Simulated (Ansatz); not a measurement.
Consider the ligand exchange at a Ga–C bond: `C[SiH2][CH2][GaH2]` + `[NH2][Ga]([F])[F]` → `[F][Ga]([F])[NH][GaH2]` + `C[SiH2]C`.

Gas-phase electronic energies from Ansatz, PBE0-D4/def2-TZVP geometries. CBS: MP2 limit from def2 TZ/QZ plus the TZ coupled-cluster correction, frozen cores. DFT in def2-TZVPP. B3LYP here is the variant with VWN-RPA as its local correlation; programs differ in this. For Ga outer-core shells are correlated without core-valence functions, which leaves a few kJ/mol of doubt a bond. Scalar relativity is left out up to krypton. One conformer a species, not always the lowest.

| level | ΔE (kcal/mol) |
| --- | --- |
| B3LYP-D4 | -15.7 |
| revPBE | -14.6 |
| CAM-B3LYP | -16.0 |
| MP2/def2-QZVPP | -15.4 |

What does CCSD(T)/CBS give? (Best estimate.)

Computed: -15.0 kcal/mol. The listed levels differ from it by -0.7, 0.4, -1.0, -0.4 kcal/mol.

What do rigid-rotor, harmonic-oscillator terms from PBE0-D4/def2-TZVP frequencies (298.15 K, 1 bar) make of the CCSD(T)/CBS value? (An estimate is asked.)

Ansatz gave: ΔZPE = +0.5 kcal/mol, ΔH = -14.7 kcal/mol, ΔS = -17 J/(mol·K), ΔG = -13.5 kcal/mol. Modes under 50 cm⁻¹ make the entropy rough.

Largest T1 diagnostic among the species: 0.014.

In def2-TZVPP, CCSD(T) changes the Hartree–Fock value by +0.8 kcal/mol (the triples alone add −0.1 kcal/mol) and MP2 by +0.8 kcal/mol. Leaving LDA and LC-ωPBE aside and taking each functional with its dispersion term where it has one, the values, not all of them listed here, spread over 2.2 kcal/mol, from B2PLYP to PBE0-D4.

CCSD(T)/CBS has its own doubt, a few kJ/mol and more with outer-core shells, so smaller differences from it don't rank the levels.
